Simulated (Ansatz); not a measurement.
# Ligand exchange: BH(SH)2 + C5H10S → B(SH)3 + C5H10

Species: BH(SH)2, singlet; C5H10S (cyclopentanethiol) `SC1CCCC1`, singlet; B(SH)3, singlet; C5H10 (cyclopentane) `C1CCCC1`, singlet. The partners trade H for SH: B–H and C–SH bonds give way to B–SH and C–H.

Shapes, held fixed at every level: PBE0-D4/def2-TZVP. Flexible molecules stand in one conformer, not always the lowest. Programs: Ansatz 0.2.0. Electronic energies: no zero-point or thermal term.

```
               level                    kind  ΔE (kJ/mol)  less CCSD(T)/CBS estimate
         HF/def2-SVP            Hartree–Fock        -97.2                       -4.7
       HF/def2-TZVPP            Hartree–Fock        -90.1                       +2.4
   PBE-D4/def2-TZVPP                     GGA        -95.4                       -2.9
 B3LYP-D4/def2-TZVPP           global hybrid        -93.3                       -0.8
  wB97M-V/def2-TZVPP  range-separated hybrid        -91.6                       +0.9
    CCSD(T)/def2-SVP   coupled cluster or CI        -94.9                       -2.4
  CCSD(T)/def2-TZVPP   coupled cluster or CI        -91.9                       +0.6
CCSD(T)/CBS estimate   coupled cluster or CI        -92.5                        0.0
```

The highest level, CCSD(T)/CBS estimate, gives ΔE = -92.5 kJ/mol; the levels span -97.2 to -90.1. The column of differences is taken from that level and isn't an error. No measured value is set beside it here. The CBS estimate extrapolates MP2 from def2-TZVPP and def2-QZVPP and adds CCSD(T) − MP2 in the triple-zeta set, cores frozen.
